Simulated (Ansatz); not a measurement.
Ansatz (an electronic-structure program) input file for digallium oxide (Ga2O), SMILES [Ga][O][Ga] (connectivity only; charge and spin as stated), neutral, multiplicity 1, CAM-B3LYP/def2-TZVPD. Geometry: PBE0-D3(BJ)/def2-TZVP.

Ansatz 0.2 input:
```yaml
crystal:
  periodic: [false, false, false]
  atoms:
    - {symbol: Ga, position_ang: [0.00000000, 0.00000000, 1.80064536]}
    - {symbol: O, position_ang: [0.00000000, 0.00000000, 0.00000000]}
    - {symbol: Ga, position_ang: [0.00000000, 0.00000000, -1.80064536]}
basis:
  gaussian:
    orbitals: def2-TZVPD
hamiltonian:
  xc: {name: CAM-B3LYP}
```

Log of the run:

```
WARN ansatz: RAYON_NUM_THREADS=1 ignored (pool sized by the plan → 1); use --threads N
Functional definition: CAM-B3LYP
integrals: 0.10 GiB planned
1004 factors; their error is unknown
integrals: 0.13 GiB planned
248 factors; integrals over basis functions are off by at most 3.1e-4 eV
mean field: 0.85 GiB planned
mean field evaluation 1: about -106801.9672 eV, gradient 7.6e1 eV
mean field evaluation 2: about -106739.0892 eV, gradient 1.7e2 eV
mean field evaluation 4: about -106811.5832 eV, gradient 1.1e1 eV
mean field evaluation 8: about -106811.6750 eV, gradient 2.4e-2 eV
mean field evaluation 16: about -106811.9266 eV, gradient 2.3e-5 eV
mean field -106811.92664698 eV, -3925.2659045525 hartree, gradient 2.3e-5 eV, S^2 0.000000; 0 other end points of the search recorded, 0 dependent functions left out
reference -106811.92674729 eV, -3925.2659082386 hartree; 35, 35 occupied and 113, 113 virtual orbitals, 1004 factors
Total energy: -106811.92674729 eV, -3925.2659082386 hartree
```

The run converged.
